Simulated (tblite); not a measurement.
C2H10B2GeN (doublet state).
Bonds: N1–B2, B2–C3, C3–B4, B4–C5, C5–Ge6. Hydrogens: H7, H8 on N1; H9, H10 on C3; H11 on B4; H12, H13 on C5; H14, H15, H16 on Ge6.

Computed with GFN2-xTB (tblite), gas phase: L-BFGS steps from a force-field or distance-geometry start until the largest atomic force falls under 0.01 eV/Å.

Step 15: E = -451.2184 eV
```
atom  x, y, z in Å  |  force x, y, z in eV/Å
N1      3.7127   -0.3913    0.0625   -0.228  -0.123   0.006
B2      2.5407    0.0379    0.6502    0.046   0.059   0.051
C3      1.2276    0.3153   -0.1780   -0.004   0.092  -0.080
B4     -0.2060   -0.3045   -0.1575   -0.015  -0.013   0.050
C5     -1.4756    0.6131   -0.4082    0.000   0.022   0.106
Ge6    -3.0205   -0.1367    0.5741   -0.010  -0.035   0.019
H7      4.6389   -0.3032    0.4389    0.087  -0.144   0.215
H8      3.7177   -0.9085   -0.8097    0.088   0.116  -0.149
H9      1.5221    0.0558   -1.2049   -0.027   0.044  -0.100
H10     1.1445    1.4031   -0.1476   -0.011   0.176  -0.151
H11    -0.3609   -1.4590   -0.0147    0.044  -0.089  -0.083
H12    -1.7653    0.6595   -1.4641    0.059  -0.222   0.056
H13    -1.2888    1.6557   -0.1404   -0.070  -0.013   0.137
H14    -4.2719    0.7008    0.6217    0.064   0.049  -0.058
H15    -2.7055   -0.4803    1.9971    0.035   0.088   0.043
H16    -3.4173   -1.4488   -0.0283   -0.057  -0.008  -0.062
```

Step 16: E = -451.2412 eV
```
atom  x, y, z in Å  |  force x, y, z in eV/Å
N1      3.7101   -0.4013    0.0666   -0.226  -0.151  -0.067
B2      2.5418    0.0288    0.6590   -0.131   0.180  -0.124
C3      1.2317    0.3304   -0.1825   -0.057   0.036  -0.105
B4     -0.2013   -0.2971   -0.1554    0.022  -0.071   0.115
C5     -1.4806    0.6019   -0.3912    0.129   0.096   0.002
Ge6    -3.0252   -0.1378    0.5736    0.031  -0.222   0.166
H7      4.6315   -0.3164    0.4552    0.107  -0.187   0.170
H8      3.7196   -0.8960   -0.8228    0.101   0.187  -0.003
H9      1.5131    0.0613   -1.2130    0.030   0.046  -0.031
H10     1.1344    1.4195   -0.1718    0.086   0.082  -0.063
H11    -0.3628   -1.4497   -0.0254    0.110  -0.168  -0.063
H12    -1.7508    0.6348   -1.4508    0.005  -0.162  -0.012
H13    -1.2932    1.6423   -0.1283   -0.096   0.110   0.132
H14    -4.2626    0.7068    0.6145   -0.026   0.095  -0.048
H15    -2.6935   -0.4682    2.0050   -0.040   0.077  -0.084
H16    -3.4198   -1.4504   -0.0417   -0.045   0.053   0.014
```

**Question.** Estimate the geometry and energy of step 17. (The exact step hangs on the optimiser's Hessian estimate; all steps are aligned on step 16, rigid shifts and turns removed.)

**Answer.** E = -451.2549 eV, largest force 0.360 eV/Å
```
atom  x, y, z in Å  |  force x, y, z in eV/Å
N1      3.7122   -0.4047    0.0685   -0.122  -0.142  -0.026
B2      2.5449    0.0309    0.6594   -0.190   0.224  -0.208
C3      1.2340    0.3422   -0.1870   -0.078   0.008  -0.107
B4     -0.1976   -0.2936   -0.1516    0.033  -0.097   0.110
C5     -1.4825    0.5953   -0.3819    0.151   0.095  -0.017
Ge6    -3.0294   -0.1417    0.5765    0.049  -0.233   0.178
H7      4.6330   -0.3385    0.4714   -0.036  -0.198   0.089
H8      3.7257   -0.8841   -0.8306    0.101   0.204   0.053
H9      1.5076    0.0643   -1.2185    0.055   0.056   0.002
H10     1.1259    1.4324   -0.1887    0.140   0.003  -0.020
H11    -0.3632   -1.4470   -0.0365    0.160  -0.182  -0.043
H12    -1.7456    0.6173   -1.4433   -0.004  -0.114  -0.018
H13    -1.2974    1.6344   -0.1185   -0.111   0.167   0.104
H14    -4.2598    0.7126    0.6095   -0.034   0.087  -0.040
H15    -2.6902   -0.4597    2.0108   -0.075   0.054  -0.115
H16    -3.4253   -1.4512   -0.0485   -0.040   0.068   0.057
```

The energy changes by -0.0137 eV. The first-order estimate −F·Δx gives -0.0173 eV and the mean of the old and new forces, exact on a quadratic surface, -0.0137 eV. The step makes an angle of 65° with the force vector and moves no atom by more than 0.027 Å.

The cost below is that of the whole relaxation. On an Arm Neoverse N1 with one thread (shared host), this took 1.4 s wall.
